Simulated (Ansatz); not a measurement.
A geometry relaxed with B3LYP-D3(BJ)/def2-TZVP (Ansatz, a program for electronic structure), charge 0, multiplicity 1:

```xyz
8

O      1.4921     0.5428     0.2720
H      0.7718    -1.4099    -0.4607
H     -1.0886     1.2057     0.3697
H     -1.5646    -0.4779     0.6740
H     -1.4790     0.1031    -0.9666
C     -0.9918     0.1798     0.0113
H      2.3709     0.1607     0.1828
B      0.4891    -0.3045    -0.0825
```

Q: Write the SMILES of this molecule.

A: `CBO`
